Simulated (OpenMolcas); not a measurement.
**How basis sets differ on C2F4O (trifluoroacetyl fluoride)**

The species is C2F4O (7 atoms), meant as a singlet with charge 0. As SMILES, `O=C(F)C(F)(F)F`. Geometry: relaxed at PBE0-D4/def2-TZVP.

Quantity: the HOMO–LUMO gap, in eV. The values are calculated.

```
               level          kind     program  value (eV)
HF/ANO-RCC-MB (DKH2)  Hartree–Fock  OpenMolcas       17.23
           HF/STO-3G  Hartree–Fock  OpenMolcas       17.04
            HF/3-21G  Hartree–Fock  OpenMolcas       17.09
          HF/cc-pVDZ  Hartree–Fock  OpenMolcas       17.49
```

The values span 17.04 to 17.49 eV. A Hartree–Fock LUMO above zero doesn't converge with the basis: it sinks as sets grow more diffuse. Orbital gaps aren't excitation energies.
